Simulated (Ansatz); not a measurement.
Al7H (the lowest singlet isomer of a short search), 8 atoms. Hardware: 4 threads of AMD EPYC 7B13 on a shared host.

Correlated methods freeze 35 core orbitals.

**Question.** How many basis functions does each of these Ansatz runs have, and roughly what does it cost? PBE-D4/def2-TZVP, charge 0 singlet, energy and forces, from earlier orbitals; HF/STO-3G, charge 0 singlet, energy; BLYP-D4/def2-TZVP, charge 0 singlet, energy, from earlier orbitals; BHLYP-D4/def2-TZVP, charge 0 singlet, energy, from earlier orbitals; LC-ωPBE/def2-TZVP, charge 0 singlet, energy, from earlier orbitals; PBE0-D4/def2-TZVP, charge 0 singlet, energy, from earlier orbitals; MP2/def2-TZVP, charge 0 singlet, energy, from earlier orbitals; r2SCAN-D4/def2-TZVP, charge 0 singlet, energy, from earlier orbitals; PBE-D4/def2-SVP, charge 0 singlet, energy, from earlier orbitals; PBE0-D4/def2-SVP, charge 0 singlet, energy, from earlier orbitals; B3LYP-D4/def2-SVP, charge 0 singlet, relaxation, 27 steps; CCSD(T)/def2-TZVPP, charge 0 singlet, energy, from earlier orbitals.

**Answer.** Other jobs shared the machine, so times can vary by a factor of up to 3. A dash marks memory too small to be measured apart from the calling script's.

| run | functions | fitting or Cholesky vectors | wall time | peak host memory (GiB) |
| --- | --- | --- | --- | --- |
| HF/STO-3G, charge 0 singlet, energy | 64 | 677 | 0.5 s | – |
| PBE-D4/def2-SVP, charge 0 singlet, energy, from earlier orbitals | 131 | 1409 | 1.8 s | – |
| PBE0-D4/def2-SVP, charge 0 singlet, energy, from earlier orbitals | 131 | 1160 | 2.7 s | – |
| BLYP-D4/def2-TZVP, charge 0 singlet, energy, from earlier orbitals | 265 | 1857 | 3.9 s | – |
| PBE-D4/def2-TZVP, charge 0 singlet, energy and forces, from earlier orbitals | 265 | 1857 | 4.5 s | – |
| LC-ωPBE/def2-TZVP, charge 0 singlet, energy, from earlier orbitals | 265 | 1857 | 6 s | 0.87 |
| PBE0-D4/def2-TZVP, charge 0 singlet, energy, from earlier orbitals | 265 | 1997 | 7 s | 1.2 |
| r2SCAN-D4/def2-TZVP, charge 0 singlet, energy, from earlier orbitals | 265 | 1857 | 7.5 s | 0.58 |
| MP2/def2-TZVP, charge 0 singlet, energy, from earlier orbitals | 265 | 1667 | 8.5 s | 0.97 |
| BHLYP-D4/def2-TZVP, charge 0 singlet, energy, from earlier orbitals | 265 | 2088 | 9 s | 1.2 |
| B3LYP-D4/def2-SVP, charge 0 singlet, relaxation, 27 steps | 131 | 1266 | 57 s | – |
| CCSD(T)/def2-TZVPP, charge 0 singlet, energy, from earlier orbitals | 308 | 1896 | 11 min | 3.3 |
